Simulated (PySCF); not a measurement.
C6H6F2N (doublet state).
Structure used (GFN2-xTB), in Å, numbered top down from 1:
```
atom  x, y, z in Å
C1    -2.001   -0.589   -0.521
C2    -1.161    0.006    0.610
F3    -1.065   -0.914    1.631
C4     0.211    0.395    0.134
C5     0.279    1.503   -0.704
N6     0.319    2.422   -1.398
C7     1.351   -0.338    0.482
C8     2.605   -0.019    0.072
F9     3.647   -0.762    0.440
H10   -2.134    0.152   -1.304
H11   -1.504   -1.464   -0.934
H12   -2.973   -0.885   -0.134
H13   -1.675    0.881    1.036
H14    1.220   -1.199    1.123
H15    2.876    0.818   -0.554
```

The hyperfine couplings belong to this conformer and change with its torsions.

Identity: `[C@@H](C)(/C(=C/[CH]F)C#N)F` [radical].

Computed, not measured: UKS B3LYP, pcH-1 on C F H N, non-relativistic, mean-field spin-orbit, GIAO in PySCF 2.14.0. Isolated species at its GFN2-xTB geometry (one conformer only). The geometry wasn't refined by DFT: couplings that depend on bond lengths, twists or pyramidal angles can differ widely from those at the functional's own minimum. No stability test was run, so a lower SCF solution isn't excluded. ⟨S²⟩ is 0.776 where a pure state has 0.75.

(1) Match the computed a_iso(13C) values +54.6, +49.2, -43.6, -39.3, +34.8, -22.0 MHz with the sites C1; C2; C4; C5; C7; C8.

(2) Match the computed a_iso(19F) values +87.2, -0.9 MHz with the sites F3; F9.

(3) The isotropic 1H couplings, averaged over equivalent nuclei, are +49.9, -36.6, +10.0, +2.0 MHz. Assign them to H10/H11/H12; H13; H14; H15.

## Answers

(1) 
```tsv
site	a_iso (MHz)	ρ(0) (bohr⁻³)	position	distance from C4 (Å)	spin population	largest |T| (MHz)
C1	+34.8	+0.0309	2 bonds from C4	2.51	+0.02	5.8
C2	-22.0	-0.0195	1 bond from C4	1.50	-0.04	1.4
C4	+54.6	+0.0486	largest spin population	0.00	+0.58	98.0
C5	-39.3	-0.0349	1 bond from C4	1.39	-0.13	12.8
C7	-43.6	-0.0387	1 bond from C8	1.40	-0.21	23.8
C8	+49.2	+0.0438	a main spin site	2.43	+0.49	88.7
```

(2) 
```
site  a_iso (MHz)  ρ(0) (bohr⁻³)         position  distance from C4 (Å)  bound to  spin population there  largest |T| (MHz)
  F3         -0.9        -0.0002  2 bonds from C4                  2.36        C2                  -0.04                9.4
  F9        +87.2        +0.0207   1 bond from C8                  3.64        C8                  +0.49              318.2
```

(3) 
```
       site  a_iso (MHz)  ρ(0) (bohr⁻³)                                         position  distance from C4 (Å)  bound to  spin population there  largest |T| (MHz)
H10/H11/H12         +2.0        +0.0005                                  3 bonds from C4                  2.98        C1                  +0.02                3.7
        H13        +49.9        +0.0112                                  2 bonds from C4                  2.15        C2                  -0.04                5.5
        H14        +10.0        +0.0022  2 bonds from C8, on C7 of spin population -0.21                  2.13        C7                  -0.21                5.6
        H15        -36.6        -0.0082                                   1 bond from C8                  2.79        C8                  +0.49               20.3
```

ρ(0) is the spin density at the nucleus and T the dipolar tensor; entries for several nuclei are means. The Mulliken spin populations are largest on C4 (+0.58), C8 (+0.49), N6 (+0.22) and C7 (-0.21). Three atoms exceed +0.15. The positive populations add up to 1.40 and the negative ones to -0.40, together 2S = 1. The angles at C4 add up to 360.0°, so it is planar. Main spin sites, with 60 % or more of the largest population: C4, C8; positions count bonds from the nearest.

Class means assume fast exchange of nuclei equivalent by connectivity; if that motion is slow, each nucleus keeps its own coupling. The three 1H nuclei of mean +2.0 MHz run from -2.2 to 9.6 MHz in the frozen geometry.

C8, the radical centre as drawn in `C[C@@H](F)/C(C#N)=C/[CH]F`, holds a spin population of +0.49 out of 1.
